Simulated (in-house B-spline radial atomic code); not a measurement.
Radial electron density of the scandium ion Sc⁺, [Ar] 3d1 4s1. Computed with an all-electron radial atomic-structure program (B-spline basis): scalar-relativistic (X2C) PBE0, spin-polarised, spherical fractional occupations, Fermi nucleus of rms radius 3.5459 fm.

Caution: exact exchange at fractional occupations of open shells leaves self-interaction of up to several eV.

Columns: r (bohr), 4πr²n(r) (electrons per bohr), bar.

```
 0.00259   0.5643 #
 0.00317   0.8106 #
 0.00387    1.154 ##
 0.00473    1.635 ###
 0.00577    2.293 ####
 0.00705    3.197 #####
 0.00862    4.412 #######
  0.0105    5.971 ##########
  0.0129    8.048 ##############
  0.0157    10.48 ##################
  0.0192    13.41 #######################
  0.0235    16.63 ############################
  0.0287    19.82 #################################
   0.035    22.56 ######################################
  0.0428     24.4 #########################################
  0.0523    24.82 ##########################################
  0.0638    23.71 ########################################
   0.078    21.47 ####################################
  0.0953    19.19 ################################
   0.116    18.25 ###############################
   0.142    19.54 #################################
   0.174    22.72 ######################################
   0.212    25.69 ###########################################
   0.259    26.04 ############################################
   0.317    22.32 ######################################
   0.387    15.86 ###########################
   0.473    9.811 #################
   0.578    7.003 ############
   0.706    7.482 #############
   0.862    8.804 ###############
    1.05    8.605 ###############
    1.29    6.451 ###########
    1.57    3.849 #######
    1.92    1.912 ###
    2.35   0.9773 ##
    2.87   0.6248 #
     3.5   0.4208 #
    4.28   0.2278 
    5.23  0.08885 
    6.39  0.02307 
     7.8 0.003634 
    9.54 0.0003023 
    11.6 1.351e-05
```

On this grid the curve has 3 maxima, near 0.0523, 0.259, 0.862 bohr.

The 3d up radial function P(r) = rR(r), positive near the nucleus:

```json
{"r (bohr)": "0.0287", "P": "0.0008735"}
{"r (bohr)": "0.0428", "P": "0.002623"}
{"r (bohr)": "0.0638", "P": "0.007565"}
{"r (bohr)": "0.0953", "P": "0.02076"}
{"r (bohr)": "0.142", "P": "0.0525"}
{"r (bohr)": "0.212", "P": "0.1207"}
{"r (bohr)": "0.317", "P": "0.2451"}
{"r (bohr)": "0.473", "P": "0.4246"}
{"r (bohr)": "0.706", "P": "0.6144"}
{"r (bohr)": "1.05", "P": "0.7175"}
{"r (bohr)": "1.57", "P": "0.6648"}
{"r (bohr)": "2.35", "P": "0.4893"}
{"r (bohr)": "3.5", "P": "0.2773"}
{"r (bohr)": "5.23", "P": "0.0995"}
{"r (bohr)": "7.8", "P": "0.01804"}
{"r (bohr)": "11.6", "P": "0.001138"}
```
